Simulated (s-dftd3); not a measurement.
cyclopropene (C3H4), singlet, geometry from GFN2-xTB; D3(bjm) for blyp (s-dftd3).

s-dftd3 was given this input:
```
$ s-dftd3 mol.xyz --bjm blyp --json dftd3.json --noedisp --grad

# file mol.xyz
7

C     -0.02398035    -0.00988421     0.85291858
C      0.01415246    -0.64253561    -0.50675464
C      0.01392072     0.65410679    -0.49173477
H      0.86570208    -0.01692030     1.47406113
H     -0.94715748    -0.01665393     1.42309451
H      0.02873121    -1.56595013    -1.03014057
H      0.02816727     1.58940251    -0.99359004
```

Problem. Predict the main parts of the log of this s-dftd3 run.

Solution. 
```
-----------------------------------
 s i m p l e   D F T - D 3  v1.4.0
-----------------------------------

Rational (Becke-Johnson) damping: blyp-D3(BJ)
---------------------
  s6         1.0000
  s8         1.8750
  s9         0.0000
  a1         0.4485
  a2         3.6107
 alp        14.0000
--------------------

Dispersion energy:      -1.0937892215820E-02 Eh

Gradient norm:           9.1779407613634E-04 Eh/a0
--------------------------------------------------
     #    Z           dE/dx      dE/dy      dE/dz
--------------------------------------------------
     1    6 C    -6.639E-06 -2.736E-06  2.361E-04
     2    6 C     5.260E-06 -2.095E-04 -1.882E-04
     3    6 C     5.185E-06  2.138E-04 -1.833E-04
     4    1 H     1.494E-04 -3.726E-06  3.239E-04
     5    1 H    -1.674E-04 -3.679E-06  3.150E-04
     6    1 H     7.142E-06 -3.481E-04 -2.559E-04
     7    1 H     7.017E-06  3.539E-04 -2.477E-04
--------------------------------------------------

Virial:
--------------------------------------------------
      component           x          y          z
--------------------------------------------------
          x       5.453E-04  5.754E-07 -8.156E-05
          y       5.754E-07  2.612E-03 -9.653E-06
          z      -8.156E-05 -9.653E-06  3.444E-03
--------------------------------------------------

[Info] JSON dump of results written to 'dftd3.json'
```
